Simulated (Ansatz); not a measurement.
Born–Oppenheimer molecular dynamics of CH₇BN₂ (11 atoms, charge 0, multiplicity 1). It starts from a relaxed structure.

Computed with Ansatz 0.2.0, RKS PBE0-D4/def2-SVP.

```json
{"ensemble": "NVE (velocity Verlet)", "time step": "1 fs", "steps asked": "150", "starting velocities drawn for": "700 K", "seed": "840084"}
```

First frame:

```xyz
11
Properties=species:S:1:pos:R:3
B -0.008 0.004 -0.046
C -0.010 0.039 1.542
H -1.022 0.078 1.973
H 0.484 -0.861 1.947
H 0.549 0.907 1.929
N 1.209 0.212 -0.744
H 1.299 0.185 -1.750
H 2.079 0.398 -0.268
N -1.211 -0.251 -0.750
H -2.089 -0.402 -0.276
H -1.281 -0.308 -1.756
```

Task: How far do the bonds stretch over the last three quarters of this one trajectory? (Pairs bonded in most of those frames.)

Result: 
```
  bond  mean (Å)  spread (Å)  shortest  longest
 B1–C2     1.599       0.055      1.50     1.70
 B1–N6     1.425       0.030      1.36     1.48
 B1–N9     1.425       0.021      1.39     1.47
 C2–H3     1.106       0.033      1.04     1.18
 C2–H4     1.107       0.025      1.07     1.15
 C2–H5     1.108       0.043      1.04     1.18
 N6–H7     1.017       0.036      0.96     1.07
 N6–H8     1.014       0.031      0.96     1.07
N9–H10     1.019       0.050      0.94     1.09
N9–H11     1.017       0.040      0.95     1.08
```

Mean temperature of the second half: 355 K. The conserved energy stayed within 4.1 meV per atom of its start (net change 1.7 meV per atom), so there is no drift, though single steps change it by up to 28 meV in the whole system, a sign of fast motions only just resolved. Over the second half the temperature averaged 0.51 of the 700 K drawn at the start: a run that starts near a minimum puts about half its kinetic energy into the potential. A run of 0.15 ps of so small a system gives no equilibrium averages.

Time of the run: 7.9 min on 1 thread of Arm Neoverse V1 (shared host), peak memory 0.18 GiB.
